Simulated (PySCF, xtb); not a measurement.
Si(F)(Cl)(Br)(OH) (BrClFHOSi), SMILES O[Si](F)(Cl)Br. Other conformers were not sampled.

Harmonic wavenumbers (cm⁻¹) from GFN2-xTB run with xtb at its own minimum, in rising order: 116, 157, 203, 214, 226, 266, 426, 580, 756, 841, 967, 3635.

Problem. What does PBE-D3(BJ)/def2-SVP in PySCF give at its own minimum? (Estimate from the structure and the level; the computed values follow.)

Solution. 122, 148, 218, 247, 254, 288, 431, 585, 783, 872, 960, 3757. Paired by order, the mean absolute difference is 26 cm⁻¹ and the zero-point energies are 12.0 and 12.4 kcal/mol.
